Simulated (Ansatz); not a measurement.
Geometry optimisation, Ansatz, RKS PBE-D4/STO-3G.

input.yaml

```yaml
crystal:
  periodic: [false, false, false]
  atoms:
    - { symbol: C, position_ang: [0.4239, -2.5627, -0.3815] }
    - { symbol: O, position_ang: [-0.1266, -1.1884, -0.386] }
    - { symbol: C, position_ang: [0.9031, -0.2194, -0.5335] }
    - { symbol: Si, position_ang: [0.4909, 1.6042, -0.5098] }
    - { symbol: O, position_ang: [-0.3219, 2.065, 0.8931] }
    - { symbol: C, position_ang: [-1.5309, 1.4436, 1.2883] }
    - { symbol: H, position_ang: [-0.4442, -3.1999, -0.2867] }
    - { symbol: H, position_ang: [0.9232, -2.7131, -1.3448] }
    - { symbol: H, position_ang: [1.0614, -2.6594, 0.4897] }
    - { symbol: H, position_ang: [1.4617, -0.4105, -1.44] }
    - { symbol: H, position_ang: [1.6382, -0.3702, 0.3211] }
    - { symbol: H, position_ang: [1.6397, 2.448, -0.6905] }
    - { symbol: H, position_ang: [-0.5576, 1.8965, -1.6511] }
    - { symbol: H, position_ang: [-1.9473, 1.9481, 2.194] }
    - { symbol: H, position_ang: [-1.353, 0.3655, 1.5614] }
    - { symbol: H, position_ang: [-2.2835, 1.53, 0.5205] }
basis:
  gaussian: { orbitals: STO-3G }
hamiltonian:
  xc: pbe
  dispersion: d4
relax:
  f_tol: 0.015
  max_steps: 40
output:
  orbitals: {}
```

Launched with:

```bash
$ ansatz run input.yaml --threads 1 --pin off --max-ram 2048MiB --backend cpu --events-out ev --progress --plain --runs-dir out
```

Problem. Where does it end, and by what steps?

Solution. It converged. Limits of this set-up: minimal basis. After 10 steps the energy has fallen by 0.912 eV; H15 moved furthest, 0.71 Å.

```tsv
step	energy less start (eV)	largest force component (eV/Å)	accepted
0	0.0000	3.905	yes
1	-0.7812	0.770	yes
2	-0.8539	0.336	yes
3	-0.8798	0.126	yes
4	-0.8942	0.221	yes
5	-0.9014	0.259	yes
6	-0.9070	0.182	yes
7	-0.9091	0.071	yes
8	-0.9111	0.033	yes
9	-0.9114	0.016	yes
10	-0.9116	0.004	yes
```

```xyz
16
Properties=species:S:1:pos:R:3
C 0.258 -2.381 -0.222
O -0.211 -0.986 -0.339
C 0.995 -0.136 -0.537
Si 0.439 1.692 -0.551
O -0.276 2.122 0.971
C -1.438 1.225 1.170
H -0.647 -3.009 -0.070
H 0.786 -2.729 -1.145
H 0.950 -2.528 0.645
H 1.515 -0.400 -1.494
H 1.740 -0.308 0.280
H 1.604 2.553 -0.703
H -0.476 1.882 -1.678
H -1.720 1.281 2.246
H -1.211 0.156 0.901
H -2.330 1.545 0.571
```

Time of the run: 33 s on 1 thread of Intel(R) Xeon(R) Platinum 8488C (Sapphire Rapids), on a shared host, peak memory 0.15 GiB.
